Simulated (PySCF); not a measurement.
C₃H₆Cl₂Si, SMILES C/C=C/[SiH](Cl)Cl.

The structure is a stationary point at B3LYP-D3(BJ)/def2-SVP. The structure was generated by enumeration; whether it is a known compound was not checked. One conformer was computed; it need not be the lowest.

Method: CAM-B3LYP/def2-TZVP (PySCF).

Isolated molecule, no solvent.

Computed frontier levels, gap, dipole moment and polarisability:
```json
{
 "highest_occupied_level": "-9.33 eV",
 "lowest_empty_level": "0.30 eV",
 "orbital_gap": "9.63 eV",
 "dipole_moment": "3.16 D",
 "quadrupole, principal values (traceless, Buckingham form, about the centre of nuclear charge)": "-6.84, 1.92, 4.92 D·Å",
 "mean_static_polarisability": "85.2 bohr³ (12.62 Å³)",
 "polarisability_principal_values": "68.8, 77.1, 109.5 bohr³"
}
```
